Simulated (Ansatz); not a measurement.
`[NH2][W](=[O])([OH])=[S]`. Charge 0, multiplicity 1. W: def2 effective core potential.

```
atom    x (Å)    y (Å)    z (Å)
  N1   0.7519   1.1995   0.3067
  W2  -0.4648  -0.2868   0.1262
  O3  -1.8350   0.2927  -0.6938
  O4   0.3296  -1.6800  -0.8649
  S5  -0.9542  -1.0006   2.0848
  H6   1.3769   1.3286   1.0879
  H7   0.6974   2.0245  -0.2717
  H8   0.0983  -1.8778  -1.7752
```

**Question.** What are the harmonic wavenumbers in cm⁻¹ at PBE0-D4/def2-TZVP (Ansatz, finite differences of forces, unscaled)? (An estimate is asked.)

**Answer.** Ansatz gave: 166, 189, 201, 218, 238, 282, 356, 471, 550, 619, 678, 720, 729, 1035, 1543, 3582, 3684, 3903.

**Question.** Is this a minimum?

**Answer.** Yes, all 18 modes are real.

**Question.** Give the ideal-gas thermochemistry at 298.15 K and 1 bar (rigid rotor, harmonic oscillator; point group C1, symmetry number 1).

**Answer.** Zero-point energy 114.6 kJ/mol; H(298) − E = 136.4 kJ/mol; entropy 360.3 J/(mol·K), of which translation 178.4, rotation 115.0, vibration 66.8; G(298) − E = 29.0 kJ/mol.

**Question.** And at 400, 500, 600, 800 and 1000 K?

**Answer.** 
```json
{"T (K)": "400", "H − E (kJ/mol)": "148.6", "S (J/mol/K)": "395.1", "G − E (kJ/mol)": "-9.5"}
{"T (K)": "500", "H − E (kJ/mol)": "161.5", "S (J/mol/K)": "424.0", "G − E (kJ/mol)": "-50.5"}
{"T (K)": "600", "H − E (kJ/mol)": "175.2", "S (J/mol/K)": "448.9", "G − E (kJ/mol)": "-94.2"}
{"T (K)": "800", "H − E (kJ/mol)": "203.9", "S (J/mol/K)": "490.2", "G − E (kJ/mol)": "-188.2"}
{"T (K)": "1000", "H − E (kJ/mol)": "234.1", "S (J/mol/K)": "523.8", "G − E (kJ/mol)": "-289.7"}
```
